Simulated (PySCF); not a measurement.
Predicted microwave data (PBE0-D3(BJ)/def2-SVP geometry optimisation, gas phase in PySCF) for one isomer of C8H9N:

```
Rotational constants : A = 2496, B = 1563, C = 966.8 MHz
Dipole components    : |μa| = 0.26 D, |μb| = 2.01 D, |μc| = 0.00 D
Inertial defect      : -3.17 u·Å²
κ                    : -0.22
```

Question: Which structure is it? (One computed conformer of each.)
A. `[CH2:1]=[C:2]([CH3:3])[c:4]1[cH:5][cH:6][cH:7][cH:8][n:9]1` with C1–C2–C4–C5 5°
B. `[H]/[N:2]=[CH:3]/[C@@H:4]1[C@H:5]2[C@H:6]([CH3:7])[C@:8]12[C:9]#[CH:10]` with N2–C3–C4–C5 -145°
C. `[CH2:1]=[N:2][c:3]1[cH:4][cH:5][cH:6][cH:7][c:8]1[CH3:9]` with C1–N2–C3–C4 -45°
D. `[CH3:1][C@@H:2]1[C:3]([C:4]#[N:5])=[C:6]1[CH:7]1[CH2:8][CH2:9]1` with C3–C6–C7–C8 34°
E. `[H]/[N:9]=[CH:8]/[c:7]1[c:2]([CH3:1])[cH:3][cH:4][cH:5][cH:6]1` with C6–C7–C8–N9 0°

Answer: E. It is [H]/N=C/c1ccccc1C, an asymmetric top, point group Cs. The candidates at the same level (rigid rotor, commonest isotopes):

| SMILES | A (MHz) | B (MHz) | C (MHz) | μa (D) | μb (D) | μc (D) | Δ (u·Å²) | point group | rotor |
| --- | --- | --- | --- | --- | --- | --- | --- | --- | --- |
| C=Nc1ccccc1C | 2582 | 1611 | 1017 | 0.21 | 0.72 | 0.93 | -12.41 | C1 | asymmetric top |
| C=C(C)c1ccccn1 | 3659 | 1273 | 950.7 | 1.07 | 1.30 | 0.05 | -3.52 | near Cs | asymmetric top |
| C[C@@H]1C(C#N)=C1C1CC1 | 1953 | 1275 | 857.4 | 3.76 | 3.18 | 0.27 | -65.83 | C1 | asymmetric top |
| [H]/N=C/c1ccccc1C | 2496 | 1563 | 966.8 | 0.26 | 2.01 | 0.00 | -3.17 | Cs | asymmetric top |
| [H]/N=C/[C@@H]1[C@H]2[C@H](C)[C@@]21C#C | 2560 | 1229 | 885.5 | 1.36 | 0.51 | 1.81 | -37.82 | C1 | asymmetric top |

`C=Nc1ccccc1C` has C 5 % too high; `[H]/N=C/[C@@H]1[C@H]2[C@H](C)[C@@]21C#C` has B 21 % too low; `C=C(C)c1ccccn1` has A 47 % too high; `C[C@@H]1C(C#N)=C1C1CC1` has A 22 % too low. In the right answer the mirror of this Cs structure is the ab plane, so μc vanishes by symmetry (the 0.01 D computed is a residue). No structure here is proved a minimum.
